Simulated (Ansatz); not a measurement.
# Breaking a bond in BrF (bromine fluoride)

BrF: 2 atoms, total charge 0, spin state singlet. SMILES: `FBr`. Geometry: relaxed at GFN2-xTB.

```xyz
2

F     0.0000    0.0000    0.0000
Br    0.0000    0.0000    1.7999
```

The F1–Br2 distance is scanned; the parts on either side stay rigid. Basis STO-3G, 10 core orbitals frozen in the correlated methods; program Ansatz 0.2.0. FCI is exact within this basis and core. Energies in eV from each method's value at 1.800 Å; methods without a U are spin-restricted. The shape above is that at 1.800 Å.

| distance (Å) | SVWN5 | BHLYP | r2SCAN0 | HSE06 | CCSDT | FCI |
| --- | --- | --- | --- | --- | --- | --- |
| 1.754 | 0.09 | 0.04 | 0.07 | 0.08 | 0.12 | 0.12 |
| 1.800 | 0.00 | 0.00 | 0.00 | 0.00 | 0.00 | 0.00 |
| 2.192 | 1.23 | 1.67 | 1.47 | 1.36 | 0.65 | 0.65 |
| 2.250 | 1.53 | 2.03 | 1.80 | 1.68 | 0.81 | 0.81 |
| 2.630 | 3.33 | 4.23 | 3.79 | 3.60 | 1.49 | 1.49 |
| 2.700 | 3.59 | 4.55 | 4.08 | 3.89 | 1.55 | 1.55 |
| 3.507 | 5.12 | 6.57 | 5.84 | 5.58 | 1.72 | 1.70 |
| 3.600 | 5.17 | 6.66 | 5.91 | 5.65 | 1.71 | 1.70 |
| 4.384 | 5.33 | 7.04 | 6.17 | 5.89 | 1.72 | 1.71 |
| 4.500 | 5.34 | 7.06 | 6.19 | 5.91 | 1.72 | 1.71 |

Departure from the FCI curve at its largest: SVWN5 +3.63 eV at 4.50 Å; BHLYP +5.36 eV at 4.50 Å; r2SCAN0 +4.48 eV at 4.50 Å; HSE06 +4.20 eV at 4.50 Å; CCSDT +0.02 eV at 3.51 Å. Restricted functionals keep the electrons paired too, and rise too high.
